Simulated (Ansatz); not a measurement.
CH₅BFNSi (`C=NB(F)[SiH3]`), relaxed with RKS PBE0-D4/def2-TZVP in Ansatz from a PBE-D4/def2-SVP geometry. The force threshold is 0.005 eV/Å; the program also tests the step.

The species carries charge 0 and has multiplicity 1.

Start:

```xyz
10

C    -1.202   -0.035    1.870
N    -0.184    0.108    1.149
B     0.869    0.233    0.270
F     2.106    0.565    0.714
Si    0.510   -0.100   -1.709
H    -1.889    0.814    2.097
H    -1.473   -1.018    2.322
H     1.384   -1.212   -2.235
H     0.805    1.131   -2.529
H    -0.927   -0.485   -1.949
```

Problem. By how much does the energy fall, and how many steps does the optimiser take? (Estimate.)

Solution. Ansatz gave: 0.98 kcal/mol, in 9 steps, 3 of them rejected.

Problem. Which bonds change most? (An estimate is asked.)

Solution. Ansatz gave: C1–H7 from 1.115 to 1.095 Å; C1–H6 from 1.115 to 1.095 Å; Si5–H8 from 1.509 to 1.490 Å; Si5–H9 from 1.508 to 1.490 Å.

Problem. Give the relaxed structure. (Best estimate.)

Solution. The calculation gave: 
```xyz
10

C    -1.193   -0.035    1.870
N    -0.197    0.100    1.144
B     0.840    0.225    0.262
F     2.062    0.563    0.706
Si    0.509   -0.102   -1.713
H    -1.861    0.804    2.092
H    -1.446   -1.000    2.324
H     1.378   -1.202   -2.217
H     0.818    1.120   -2.506
H    -0.911   -0.474   -1.961
```
